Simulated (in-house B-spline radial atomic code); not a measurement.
Orbital energies and mean radii along the 47-electron series, configuration [Kr] 4d10 4f1. The effective charge is n√(-2ε), a non-relativistic measure. Computed with an all-electron radial atomic-structure program (B-spline basis): non-relativistic Hartree-Fock, average of the configuration, point nuclei.

This level leaves out relativity, spin-orbit splitting included, which matters for heavy ions.

| ion | Z | energy of 4f (Eh) | mean radius of 4f (bohr) | energy of 3d (Eh) | mean radius of 3d (bohr) | effective charge of 4f |
| --- | --- | --- | --- | --- | --- | --- |
| Sm15+ | 62 | -11.398 | 0.6629 | -53.376 | 0.23099 | 19.098 |
| Eu16+ | 63 | -12.809 | 0.63274 | -56.91 | 0.22603 | 20.246 |
| Gd17+ | 64 | -14.288 | 0.60579 | -60.558 | 0.22127 | 21.382 |
| Tb18+ | 65 | -15.834 | 0.5815 | -64.322 | 0.21672 | 22.509 |
| Dy19+ | 66 | ? | ? | ? | ? | ? |
| Ho20+ | 67 | ? | ? | ? | ? | ? |
| Er21+ | 68 | -20.87 | 0.52077 | -76.299 | 0.2041 | 25.843 |

**Question.** Fill in the row of Dy19+.

**Answer.** energy of 4f (Eh): -17.446; mean radius of 4f (bohr): 0.55944; energy of 3d (Eh): -68.2; mean radius of 3d (bohr): 0.21234; effective charge of 4f: 23.628.

**Question.** Fill in the row of Ho20+.

**Answer.** energy of 4f (Eh): -19.125; mean radius of 4f (bohr): 0.53928; energy of 3d (Eh): -72.193; mean radius of 3d (bohr): 0.20814; effective charge of 4f: 24.739.

**Question.** How does the screening of 4f change?

**Answer.** Z less the effective charge goes from 42.90 at Z = 62 to 42.16 at Z = 68.
